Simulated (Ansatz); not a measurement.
Consider the atomization: `C[CH2][Al@-]1([Cl])[NH2+][Al@-]([Cl])([CH2]C)[NH2+]1` → 2 Al• + 4 C• + 2 Cl• + 14 H• + 2 N•.

Gas-phase electronic energies from Ansatz, PBE0-D4/def2-TZVP geometries. CCSD(T)/CBS adds triple-zeta CCSD(T) − MP2 to the extrapolated MP2 energy (def2 sets, frozen cores). This one scheme is used for every species, atoms too. Functionals use def2-TZVPP. HSE06 is defined as in plane-wave codes. No spin–orbit coupling; open shells (•) take unrestricted orbitals. Spin–orbit coupling would lower the free atoms: a little for Al, C, Cl. Each species was taken in one conformer, which may not be the lowest.

`C[CH2][Al@-]1([Cl])[NH2+][Al@-]([Cl])([CH2]C)[NH2+]1`:

Cartesian coordinates in Å:
```
C 0.122 -0.680 3.535
C -0.399 -1.102 2.159
Al 0.968 -1.163 0.766
Cl 2.667 -2.430 0.959
N 0.246 -1.359 -1.027
Al 0.688 0.484 -1.472
Cl 2.155 0.455 -3.014
C -0.887 1.629 -1.611
C -1.761 1.351 -2.837
N 1.592 0.606 0.244
H 0.899 -1.360 3.893
H -0.667 -0.660 4.292
H 0.566 0.321 3.513
H -0.872 -2.090 2.234
H -1.203 -0.424 1.841
H -0.738 -1.599 -1.081
H 0.746 -2.039 -1.590
H -1.486 1.524 -0.696
H -0.563 2.677 -1.622
H -2.141 0.324 -2.843
H -2.632 2.011 -2.886
H -1.199 1.485 -3.765
H 1.297 1.369 0.843
H 2.602 0.668 0.164
```

Question: What is ΔE at CCSD(T)/CBS? (Estimate.)

Answer: Ansatz gave: +9072.3 kJ/mol.

Question: What do these levels give: LDA (SPW92), revPBE-D4, PBE0-D4, r2SCANh-D4, HSE06-D4, CAM-B3LYP-D4, ωB97M-V, B2PLYP, PBE0, HF/def2-TZVPP, CCSD(T)/def2-TZVPP, MP2/def2-QZVPP? (Best estimate.)

Answer: The calculation gave: LDA (SPW92) 10189.7, revPBE-D4 8974.6, PBE0-D4 9075.6, r2SCANh-D4 9044.3, HSE06-D4 9080.3, CAM-B3LYP-D4 9092.6, ωB97M-V 9099.7, B2PLYP 8945.6, PBE0 9013.4, HF/def2-TZVPP 6760.4, CCSD(T)/def2-TZVPP 8843.3, MP2/def2-QZVPP 9095.3 kJ/mol.

Largest T1 diagnostic among the species: 0.018.

At CCSD(T), def2-SVP lies −458.4 kJ/mol from the extrapolated value and def2-TZVPP −228.9 kJ/mol: correlation converges slowly with the basis, and small sets miss more of it in the bonded molecule than in its fragments. The D4 term adds +112.5 kJ/mol with B3LYP and +62.1 kJ/mol with PBE0; it sums over pairs of atoms, weighted by their polarisabilities, and B3LYP, whose exchange is more repulsive, gets the larger term.

B3LYP here is the variant with VWN-RPA as its local correlation; programs differ in this.

For atomizations the MP2-based limit and the directly extrapolated one differ by several kJ/mol either way, and by 10 to 25 for some Ge, Se and Sn compounds, so smaller differences from it don't rank the levels.
